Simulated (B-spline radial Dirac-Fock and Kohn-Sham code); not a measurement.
# Binding energies of Sb¹⁴⁺ at several levels of theory

System: antimony as Sb¹⁴⁺, configuration [Kr] 4d1.

The density-functional columns are spherical, spin-unpolarised Dirac-Kohn-Sham results without Breit or QED terms: −ε is minus the orbital energy of the initial state and ΔSCF the difference of two total energies. The reference in the last column comes from ΔSCF Dirac-Fock with Breit, self-energy and vacuum polarisation, finite nucleus, configuration average. All numbers are from a radial finite-basis atomic code, in eV; a selection of levels is shown. The Kohn-Sham columns are given as differences from the reference. For the 1s level of heavy atoms much of the gap between ΔSCF and the reference is the Breit and QED part, -102.6 eV here; for other levels the error of the functional can be larger.

| level | LDA −ε − DF | LDA ΔSCF − DF | Dirac-Fock |
| --- | --- | --- | --- |
| 1s | -263.0 | +92.7 | 30836.1 |
| 2s | -122.5 | -50.4 | 5051.6 |
| 2p1/2 | -93.4 | -6.0 | 4728.7 |
| 2p3/2 | -96.3 | -13.8 | 4480.1 |
| 3s | -64.3 | -34.5 | 1280.6 |
| 3p1/2 | -52.5 | -21.9 | 1148.8 |
| 3p3/2 | -51.9 | -22.2 | 1101.2 |
| 3d3/2 | -32.9 | -0.5 | 870.7 |
| 3d5/2 | -33.2 | -1.1 | 861.1 |
| 4s | -22.4 | -7.4 | 455.0 |
| 4p1/2 | -13.6 | +1.2 | 402.6 |
| 4p3/2 | -13.7 | +0.7 | 391.8 |
| 4d | -12.1 | +1.6 | 316.5 |

Values without a named source are computed, but for edge energies of neutral atoms, which are taken from tables.
